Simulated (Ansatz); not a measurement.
Ga2Se3. The state is a singlet with charge 0. Geometry r2SCAN-D4/def2-SVP, basis def2-TZVP, Ansatz.

```xyz
5

Ga   -0.7069   -1.0925   -1.7048
Ga   -0.3405    1.4163    1.5722
Se    0.3750    1.3569   -1.0819
Se   -0.7017   -1.2571    1.0389
Se    1.3741   -0.4236    0.1754
```

```
run  HOMO (eV)  LUMO (eV)
  A      -4.83      -3.11
  B      -5.70      -2.30
  C      -7.65      -0.25
  D      -5.33      -2.68
  E      -5.07      -3.10
```

HSE06 is defined as in plane-wave codes, on full-range PBE exchange. Another isomer (singlet) lies 0.54 eV lower at PBE0-D4/def2-TZVP; other spin states weren't run for this one.

Task: The runs used HSE06, PBE, PBE0, r2SCAN, ωB97X-V. Estimate which is which.

Result: A PBE (0 % exact exchange); B PBE0 (25 % exact exchange); C ωB97X-V (range-separated); D HSE06 (range-separated); E r2SCAN (0 % exact exchange). Exact exchange lowers occupied and raises empty levels; among semilocal functionals meta-GGAs tend to open the gap a little, and such runs are hard to tell apart. The gap grows from 1.72 eV (PBE) to 7.41 eV (ωB97X-V).
